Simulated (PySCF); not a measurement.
Assigning NMR signals

Structure with atom numbers: `[CH2:1]=[C:2]1[CH:3]=[CH:4][CH2:5][Si@@H:6]([SiH3:7])[SiH2:8]1` (H(Xn): hydrogen on atom n). Ha(C1) is cis to C3; Ha(C5), Ha(Si8) are cis to Si7 on the ring; Hb(C1) is trans to C3; Hb(C5), Hb(Si8) are trans to Si7 on the ring.

In vacuum, non-relativistic, averaged over atoms made equivalent by symmetry, fast rotation or ring inversion, a single conformation. GIAO PBE0/pcSseg-1 shieldings; structure optimised with GFN2-xTB; PySCF 2.14.0 with density-fitted response routines.

δ = σ(ref) − σ, references computed at the same level: ¹³C, ¹H against TMS.

(1) Assign these signals to the numbered atoms. ¹³C{¹H} NMR (computed): δ 142.7, 141.1, 138.7, 137.7, 12.0.

(2) Assign these signals to the numbered atoms. ¹H NMR (500 MHz, computed): δ 6.54 (d, 1H), 6.31 (br s, 1H), 6.20 (m, 1H), 5.79 (br s, 1H), 4.54 (m, 1H), 4.28 (m, 1H), 4.13 (m, 1H), 3.50 (d, 3H), 1.94 (m, 1H), 1.85 (m, 1H).

Results:

(1) 
142.7 → C3, alkene CH: an sp2 carbon of a C=C bond
141.1 → C2, fully substituted alkene carbon: as expected for a trigonal carbon in a double bond
138.7 → C1, terminal =CH2 carbon: the olefinic region
137.7 → C4, alkene CH: as expected for a trigonal carbon in a double bond
12.0 → C5, allylic sp3 CH2 bonded to Si: an electropositive neighbour leaves it electron-rich and shielded

C3 and C2; C1 and C4 lie closer than the usual error of such a calculation, so a measured spectrum could show them in the other order.

(2) 
6.54 → H(C3), hydrogen on an alkene CH: attached to an sp2 carbon and in the plane of the double bond
6.31 → Ha(C1), hydrogen on a terminal =CH2 carbon: a vinylic proton, deshielded by the sp2 carbon and the C=C anisotropy
6.20 → H(C4), hydrogen on an alkene CH: attached to an sp2 carbon and in the plane of the double bond
5.79 → Hb(C1), hydrogen on a terminal =CH2 carbon: a vinylic proton, deshielded by the sp2 carbon and the C=C anisotropy
4.54 → Hb(Si8), hydrogen on a silicon bonded to C, Si, in a 6-membered ring
4.28 → Ha(Si8), hydrogen on a silicon bonded to C, Si, in a 6-membered ring
4.13 → H(Si6), hydrogen on a silicon bonded to C, 2 Si, in a 6-membered ring
3.50 → H(Si7), hydrogen on a silicon bonded to Si
1.94 → Ha(C5), hydrogen on an allylic sp3 CH2 bonded to Si: allylic position
1.85 → Hb(C5), hydrogen on an allylic sp3 CH2 bonded to Si

Ha(C1) and H(C4); Ha(C5) and Hb(C5) lie closer than the usual error of such a calculation, so a measured spectrum could show them in the other order.

Shifts are as computed. Against solution values, carbons near 30 ppm lie about +3 ppm off and those near 130 ppm about +5 ppm. Of 1309 compounds with measured shifts, 239 miss one by over three times the rms of a fit or turn the order of signals round; such compounds aren't used in these exercises. No couplings were computed; multiplicities are counted from neighbouring protons, with m where these are inequivalent, close in shift, in a saturated or five-membered ring or joined by F or P, and br s for small geminal =CH2 splittings.
